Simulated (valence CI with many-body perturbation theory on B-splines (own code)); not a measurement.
**Energy levels of La8+**

Calculated by valence CI with perturbative core correlation (CI+MBPT): three valence electrons over a frozen Dirac-Fock core [Kr] 4d10, a basis of 7 s, 7 p, 7 d, 7 f, 4 g, 2 h functions for each j, with the one-electron correlation potential Σ1, the two-electron term Σ2, the three-electron term Σ3, Breit, model QED; selected CI, second order for the rest, scaled by the run's own slope (own B-spline code, finite nucleus).

No measured levels were compared; by estimate levels hold to about 250 cm⁻¹ or 0.2 % of their energy and the worst to 1 %, as in measured heavy ions of charge 2 to 7; those with d or f electrons hold less well.

Levels 136 to 180 of 220, with energies above the lowest level, 5s²5p ²P°_1/2. "Leading %" is the weight of the configuration and term that name the level; weights of strongly mixed levels are sums over their largest components and can fall short. Lifetimes count E1, E2, E3, M1 and M2 decay at the calculated energies, and are blank where another channel may lead or the interval is too uncertain; long ones can be off by a factor of two.

```csv
No.,Configuration,Term,J,E (cm⁻¹),Leading %,Lifetime,g,Second component
136,4f5s5d,²G°,7/2,472250,56,53.2 ps,0.955,12 % 4f5s5d ⁴F°
137,4f5s5d,⁴H°,13/2,474010,60,81.6 ps,1.208,23 % 4f²5p ⁴H°
138,4f5s5d,²G°,9/2,474070,54,54.0 ps,1.160,28 % 4f5s5d ⁴F°
139,4f²5p,⁴G°,5/2,474370,28,110 ps,0.951,13 % 4f5s5d ⁴D°
140,4f5s5d,⁴H°,11/2,474820,47,75.4 ps,1.076,29 % 4f²5p ⁴I°
141,4f5s5d,⁴G°,7/2,475110,23,63.8 ps,1.006,14 % 4f5s5d ⁴D°
142,4f5s5d,⁴D°,7/2,475500,34,61.9 ps,1.178,19 % 4f²5p ⁴D°
143,4f5s5d,⁴D°,3/2,475530,44,61.4 ps,0.975,20 % 4f²5p ²D°
144,4f²5p,⁴G°,5/2,475660,34,84.8 ps,1.010,30 % 4f5s5d ⁴D°
145,4f²5p,⁴G°,7/2,477140,35,127 ps,1.040,10 % 4f5s5d ²F°
146,4f5s5d,⁴D°,1/2,477190,92,39.6 ps,0.034,
147,4f5s5d,⁴G°,9/2,477390,33,66.0 ps,1.060,16 % 4f²5p ⁴H°
148,4f5s5d,²D°,5/2,477980,62,45.7 ps,1.187,10 % 4f5s5d ⁴P°
149,4f5s5d,²D°,3/2,478490,79,48.9 ps,0.851,6 % 4f²5p ²D°
150,4f5s5d,⁴H°,13/2,479000,38,95.5 ps,1.176,26 % 4f²5p ⁴I°
151,4f5s5d,⁴D°,3/2,479650,44,56.0 ps,0.930,26 % 4f²5p ²D°
152,4f²5p,⁴G°,7/2,479670,26,92.5 ps,1.080,23 % 4f5s5d ²F°
153,4f²5p,⁴G°,9/2,479860,28,143 ps,1.123,17 % 4f²5p ²G°
154,4f5s5d,⁴G°,11/2,480260,38,70.8 ps,1.187,21 % 4f²5p ²H°
155,4f5s5d,⁴D°,5/2,481080,26,50.9 ps,1.117,20 % 4f5s5d ²F°
156,4f5s5d,⁴P°,5/2,483050,41,43.2 ps,1.252,27 % 4f5s5d ²F°
157,4f5s5d,⁴P°,1/2,483080,82,49.4 ps,2.589,9 % 4f²5p ⁴P°
158,4f5s5d,⁴P°,3/2,483350,82,44.6 ps,1.671,5 % 4f²5p ⁴P°
159,4f²5p,²H°,9/2,483710,34,167 ps,1.039,14 % 4f²5p ⁴G°
160,4f5s5d,⁴D°,7/2,483900,32,58.5 ps,1.262,20 % 4f5s5d ²F°
161,4f5s5d,⁴P°,5/2,484350,41,43.0 ps,1.288,22 % 4f5s5d ²F°
162,4f5s5d,²H°,9/2,487390,85,47.4 ps,0.910,5 % 4f²5p ⁴I°
163,4f5s5d,²H°,11/2,487460,60,78.5 ps,1.063,19 % 4f²5p ²H°
164,4f5s5d,²F°,7/2,488130,28,51.5 ps,1.152,11 % 4f²5p ²G°
165,4f²5p,²F°,5/2,489640,57,133 ps,0.960,7 % 4f5s5d ²D°
166,4f²5p,⁴H°,7/2,489690,40,75.1 ps,0.828,32 % 4f5s5d ²G°
167,4f5s5d,²G°,9/2,490980,36,79.6 ps,1.049,24 % 4f²5p ⁴H°
168,4f²5p,⁴D°,3/2,491070,32,138 ps,1.155,24 % 4f²5p ²P°
169,4f5s5d,²F°,5/2,491220,34,73.9 ps,1.008,22 % 4f²5p ²D°
170,4f²5p,⁴D°,1/2,491330,89,251 ps,0.080,5 % 4f²5p ²P°
171,4f²5p,⁴D°,3/2,492630,38,141 ps,1.210,27 % 4f²5p ²P°
172,4f²5p,²S°,1/2,492870,65,161 ps,2.124,18 % 4f²5p ⁴P°
173,4f5s5d,²H°,11/2,492980,40,80.7 ps,1.067,18 % 4f²5p ²I°
174,4f²5p,⁴D°,5/2,493530,34,107 ps,1.112,22 % 4f²5p ²F°
175,4f²5p,²I°,13/2,494200,58,362 ps,1.025,37 % 4f²5p ²K°
176,4f5s5d,²H°,9/2,494290,37,86.4 ps,0.899,24 % 4f²5p ²H°
177,4f²5p,⁴S°,3/2,495090,34,71.3 ps,1.537,28 % 4f5s5d ²P°
178,4f5s5d,²F°,7/2,495720,32,60.8 ps,1.110,12 % 4f²5p ⁴D°
179,4f²5p,⁴I°,11/2,496420,26,134 ps,1.029,20 % 4f²5p ²I°
180,4f²5p,⁴I°,13/2,498150,53,192 ps,1.165,45 % 4f²5p ⁴H°
```

Names give the largest LS component (configuration and term), which can be under half, so a name can repeat, a term be missing and a line seem to break the LS rules; names also repeat where a configuration has a term twice.

Where two levels of one J and parity lie close, their mixing, g and order are uncertain.
